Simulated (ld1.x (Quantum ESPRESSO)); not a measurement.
# Transferability test, PAW potential for I (Z = 53)

| Quantity | Value |
| --- | --- |
| Element | I (Z = 53) |
| Generator | ld1.x (Quantum ESPRESSO) 7.5 |
| Type | PAW |
| Functional | LDA (PZ) |
| Relativity | scalar-relativistic |
| Frozen core | [Kr] 4d10 |
| Valence charge | 7 |
| Reference configuration | 5s2 5p2 (charge +3) |
| Partial waves | 5s (bound): rcut 1.55, rcutus 1.65 bohr; 5s channel at -1.25 Ry: rcut 1.55, rcutus 1.65 bohr; 5p (bound): rcut 2.00, rcutus 2.30 bohr; 5p channel at 0.95 Ry: rcut 2.00, rcutus 2.30 bohr |
| Local potential | all-electron potential smoothed inside 2.10 bohr (lloc = -2) |
| Core correction | Bessel-smoothed model core, default radius (core density twice the valence density) |
| Augmentation charge | PSQ, inside the norm-conserving radii |

Energies are relative to the spin-unpolarised reference configuration 5s2 5p2; without spin polarisation the order of configurations can differ from experiment. Not all tests gave a result: test run stopped at test 8 of 9 (negative rho).

(1) Give the all-electron excitation energy and the error of the potential for: 5s2 5p5; 5s2 5p4; 5s2 5p3; 5s2 5p5.3; 5s2 5p1; 5s2 5p4.5; 5s1 5p6.

Levels in the configuration 5s2 5p5.3:

```csv
level,all-electron (eV),pseudo (eV)
5s,-15.226,-15.164
5p,-4.974,-4.958
```

Note: ghost state, extra bound levels that the all-electron valence spectrum of the same l lacks: s at -181.7 eV. A true bound ghost makes a file unfit for plane-wave use.

Results:

(1)

| valence configuration | charge | ΔE all-electron (eV) | error AE − PS (meV) |
| --- | --- | --- | --- |
| 5s2 5p5 | 0 | -60.983 | -70 |
| 5s2 5p4 | +1 | -49.678 | -44 |
| 5s2 5p3 | +2 | -29.614 | -12 |
| 5s2 5p5.3 | -0.3 | -62.812 | -75 |
| 5s2 5p1 | +4 | 39.802 | -49 |
| 5s2 5p4.5 | +0.5 | -56.368 | -58 |
| 5s1 5p6 | 0 | -50.471 | -31 |
